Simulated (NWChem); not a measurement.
All runs are NWChem calculations. System: CH$_{3}$Si, charge 0, spin multiplicity 2, at a geometry optimised with UPBE0/def2-SVP. The structure started from a generated list of species. Its SCF solution wasn't tested for a lower state. Level: ROCCSD(T)/def2-TZVP, 6 core orbitals frozen.

Part of the output:

```
             Northwest Computational Chemistry Package (NWChem) 7.3.0
             --------------------------------------------------------

                                NWChem Input Module
                                -------------------

 Scaling coordinates for geometry "geometry" by  1.889725989
 (inverse scale =  0.529177249)

 Turning off AUTOSYM since
 SYMMETRY directive was detected!

                             Geometry "geometry" -> ""
                             -------------------------

 Output coordinates in angstroms (scale by  1.889725989 to convert to a.u.)

  No.       Tag          Charge          X              Y              Z
 ---- ---------------- ---------- -------------- -------------- --------------
    1 C                    6.0000     1.10055300    -0.08666100     0.00000000
    2 Si                  14.0000    -0.79374300     0.04615700     0.00000000
    3 H                    1.0000     1.53748400    -0.54985400     0.90079100
    4 H                    1.0000     1.43411200     0.97347900     0.00000000
    5 H                    1.0000     1.53748400    -0.54985400    -0.90079100

 Effective nuclear repulsion energy (a.u.)      41.7492891981

            Nuclear Dipole moment (a.u.)
            ----------------------------
        X                 Y               Z
 ---------------- ---------------- ----------------
    -0.0000075589     0.0000056692     0.0000000000

      Symmetry information
      --------------------

 Group name             Cs
 Group number              2
 Group order               2
 No. of unique centers     4

      Symmetry unique atoms

     1    2    3    4


 Summary of "ao basis" -> "" (spherical)
 ------------------------------------------------------------------------------
       Tag                 Description            Shells   Functions and Types
 ---------------- ------------------------------  ------  ---------------------
 *                         def2-tzvp                  on all atoms

 Summary of "ao basis" -> "ao basis" (spherical)
 ------------------------------------------------------------------------------
       Tag                 Description            Shells   Functions and Types
 ---------------- ------------------------------  ------  ---------------------
 C                         def2-tzvp                11       31   5s3p2d1f
 Si                        def2-tzvp                13       37   5s5p2d1f
 H                         def2-tzvp                 4        6   3s1p

                                 NWChem SCF Module
                                 -----------------

  ao basis        = "ao basis"
  functions       =    86
  atoms           =     5
  closed shells   =    11
  open shells     =     1
  charge          =   0.00
  wavefunction    = ROHF
  use symmetry    = T
  symmetry adapt  = T

 Summary of "ao basis" -> "ao basis" (spherical)
 ------------------------------------------------------------------------------
       Tag                 Description            Shells   Functions and Types
 ---------------- ------------------------------  ------  ---------------------
 C                         def2-tzvp                11       31   5s3p2d1f
 Si                        def2-tzvp                13       37   5s5p2d1f
 H                         def2-tzvp                 4        6   3s1p

      Symmetry analysis of basis
      --------------------------

        a'         57
        a"         29

 Forming initial guess at       0.1s

      Symmetry analysis of molecular orbitals - initial
      -------------------------------------------------

  Numbering of irreducible representations:

     1 a'          2 a"

  Orbital symmetries:

     1 a'          2 a'          3 a'          4 a'          5 a"
     6 a'          7 a'          8 a'          9 a"         10 a'
    11 a'         12 a"         13 a'         14 a'         15 a'
    16 a"         17 a'         18 a'         19 a'         20 a"
    21 a"         22 a'

 Starting SCF solution at       0.1s

 ----------------------------------------------
         Quadratically convergent ROHF

 Convergence threshold     :          1.000E-07
 Maximum no. of iterations :          100
[...]
    36     -1.420213  2 Si s                 13     -0.960496  1 C  py
    71      0.890759  3 H  s                 83      0.890759  5 H  s
     4      0.386157  1 C  s                 50      0.320058  2 Si py

 center of mass
 --------------
 x =  -0.19580421 y =   0.00545741 z =   0.00000000

 moments of inertia (a.u.)
 ------------------
          11.960929235157           8.762069748168           0.000000000000
           8.762069748168         143.457584994696           0.000000000000
           0.000000000000           0.000000000000         143.737222588691

  Mulliken analysis of the total density
  --------------------------------------

    Atom       Charge   Shell Charges
 -----------   ------   -------------------------------------------------------
    1 C    6     6.49   0.85  1.12  0.47  0.71  0.05  1.24  1.53  0.46  0.01  0.03  0.00
    2 Si  14    13.88   2.00  0.59  1.38  1.06  0.88  4.10  1.74  0.43  1.02  0.56  0.04  0.05  0.01
    3 H    1     0.88   0.26  0.48  0.11  0.02
    4 H    1     0.89   0.25  0.48  0.13  0.02
    5 H    1     0.88   0.26  0.48  0.11  0.02

 Mulliken analysis of the open-shell density
 -------------------------------------------

    Atom       Charge   Shell Charges
 -----------   ------   -------------------------------------------------------
    1 C    6    -0.00   0.00 -0.00 -0.00  0.00 -0.00  0.00 -0.00 -0.01  0.00  0.01  0.00
    2 Si  14     1.00   0.00  0.00 -0.00  0.00 -0.00  0.02 -0.01  0.10  0.49  0.40  0.00  0.00  0.00
    3 H    1     0.00   0.00  0.00 -0.00  0.00
    4 H    1     0.00   0.00 -0.00 -0.00  0.00
    5 H    1     0.00   0.00  0.00 -0.00  0.00

       Multipole analysis of the density wrt the origin
       ------------------------------------------------

     L   x y z        total         open         nuclear
     -   - - -        -----         ----         -------
     0   0 0 0     -0.000000     -1.000000     23.000000

     1   1 0 0      0.459968      1.529201     -0.000008
     1   0 1 0     -0.045485     -0.100827      0.000006
     1   0 0 1     -0.000000     -0.000000      0.000000

     2   2 0 0    -17.944123     -4.548638     81.677683
     2   1 1 0      0.440071      0.239532     -4.927607
     2   1 0 1     -0.000000     -0.000000      0.000000
     2   0 2 0    -13.807432     -1.846532      5.810934
     2   0 1 1     -0.000000      0.000000      0.000000
     2   0 0 2    -17.196308     -5.464449      5.795298

                   NWChem Extensible Many-Electron Theory Module
                   ---------------------------------------------


            General Information
            -------------------
      Number of processors :     1
         Wavefunction type : Restricted open-shell Hartree-Fock
          No. of electrons :    23
           Alpha electrons :    12
            Beta electrons :    11
           No. of orbitals :   172
            Alpha orbitals :    86
             Beta orbitals :    86
        Alpha frozen cores :     6
         Beta frozen cores :     6
     Alpha frozen virtuals :     0
      Beta frozen virtuals :     0
         Spin multiplicity : doublet
    Number of AO functions :    86
       Number of AO shells :    36
        Use of symmetry is : on
      Symmetry adaption is : on
         Schwarz screening : 0.10D-09

          Correlation Information
          -----------------------
          Calculation type : Coupled-cluster singles & doubles w/ perturbation
   Perturbative correction : (T)
            Max iterations :      100
        Residual threshold : 0.10D-05
     T(0) DIIS level shift : 0.00D+00
     L(0) DIIS level shift : 0.00D+00
     T(1) DIIS level shift : 0.00D+00
     L(1) DIIS level shift : 0.00D+00
     T(R) DIIS level shift : 0.00D+00
     T(I) DIIS level shift : 0.00D+00
   CC-T/L Amplitude update :  5-th order DIIS
                I/O scheme : Global Array Library
        L-threshold :  0.10D-05
        EOM-threshold :  0.10D-05
 no EOMCCSD initial starts read in
 TCE RESTART OPTIONS
 SLICE:      F
 D4D5:       F
 quantumc:   F
 qrotation:  F
 pwtce:      F
 qducc:      F
 nacto:                         0
 nrotv:                         0
 nrot:                          0

            Memory Information
            ------------------
          Available GA space size is     249022008 doubles
          Available MA space size is     104849908 doubles

 Maximum block size supplied by input
 Maximum block size        24 doubles

 tile_dim =     24

 -------------------------------------------------
   1    alpha     a'     4 doubles       0       1
   2    alpha     a"     1 doubles       4       2
   3    alpha     a"     1 doubles       5       3
   4    beta      a'     4 doubles       6       4
   5    beta      a"     1 doubles      10       5
   6    alpha     a'    24 doubles      11       6
   7    alpha     a'    24 doubles      35       7
   8    alpha     a"    13 doubles      59       8
   9    alpha     a"    13 doubles      72       9
  10    beta      a'    24 doubles      85      10
  11    beta      a'    24 doubles     109      11
  12    beta      a"     1 doubles     133      12
  13    beta      a"    13 doubles     134      13
  14    beta      a"    13 doubles     147      14

 Global array virtual files algorithm will be used

 Parallel file system coherency ......... OK

 4-electron integrals stored in orbital form

 v2    file size   =          4928719
 4-index algorithm nr.  13 is used
 imaxsize =       30
 imaxsize ichop =        0


CCSD iterations
 ---------------------------------------------------------
 Iter          Residuum       Correlation     Cpu    Wall
 ---------------------------------------------------------
    1   0.1306086830874  -0.2576262685577     1.0     1.0
    2   0.0389012939636  -0.2786285037118     1.0     1.0
    3   0.0158265377812  -0.2843704694015     1.0     1.0
    4   0.0074578561115  -0.2860728857217     1.0     1.0
    5   0.0038398880149  -0.2867811900624     1.0     1.0
    6   0.0009326966079  -0.2873459819461     1.0     1.0
    7   0.0004376266103  -0.2873634846956     1.0     1.0
    8   0.0002518817035  -0.2873696957367     1.1     1.1
    9   0.0001492371065  -0.2873717857210     1.1     1.1
   10   0.0000930510177  -0.2873751373196     1.1     1.1
   11   0.0000287521403  -0.2873784692462     1.1     1.1
   12   0.0000192740764  -0.2873795426163     1.1     1.1
   13   0.0000151540289  -0.2873798731791     1.1     1.1
   14   0.0000123796267  -0.2873799585410     1.0     1.0
   15   0.0000102106676  -0.2873800170349     1.1     1.1
   16   0.0000024872941  -0.2873800536496     1.1     1.1
   17   0.0000011558770  -0.2873800453960     1.1     1.1
   18   0.0000006999276  -0.2873800606426     1.1     1.1
 -----------------------------------------------------------------
 Iterations converged
 CCSD correlation energy / hartree =        -0.287380060642609
 CCSD total energy / hartree       =      -328.776595888605584

 Singles contributions

 Doubles contributions
 CCSD(T)
 Using plain CCSD(T) code
             total no. of tasks          740
 total no. of tasks / no. procs          740
                         wl_min            1           1.0
                         wl_max       884736           9.8
        thresh for no. of tasks          740

 CCSD[T]  correction energy / hartree =        -0.011247592068102
 CCSD[T] correlation energy / hartree =        -0.298627652710711
 CCSD[T] total energy / hartree       =      -328.787843480673700
 CCSD(T)  correction energy / hartree =        -0.010988838663971
 CCSD(T) correlation energy / hartree =        -0.298368899306581
 CCSD(T) total energy / hartree       =      -328.787584727269575

 Task  times  cpu:       47.0s     wall:       47.0s

 Total times  cpu:       47.0s     wall:       47.0s
```

**Question.** Write an NWChem input that would produce this output.

**Answer.** This is not unique; one that fits is 
```
start mol
memory heap 100 mb stack 700 mb global 1900 mb
geometry units angstroms nocenter noautoz
  C      1.100553    -0.086661     0.000000
  Si    -0.793743     0.046157     0.000000
  H      1.537484    -0.549854     0.900791
  H      1.434112     0.973479     0.000000
  H      1.537484    -0.549854    -0.900791
  symmetry group Cs
end
basis spherical
  * library def2-tzvp
end
scf
  rohf
  nopen 1
  maxiter 100
  thresh 1e-7
  semidirect memsize 60000000 filesize 0
  # guess.movecs holds the orbitals of an unrestricted PBE0 run
  vectors input guess.movecs output mol.movecs
end
tce
  freeze core 6
  ccsd(t)
  2eorb
  2emet 13
  thresh 1e-6
  maxiter 100
  tilesize 24
end
task tce energy
```
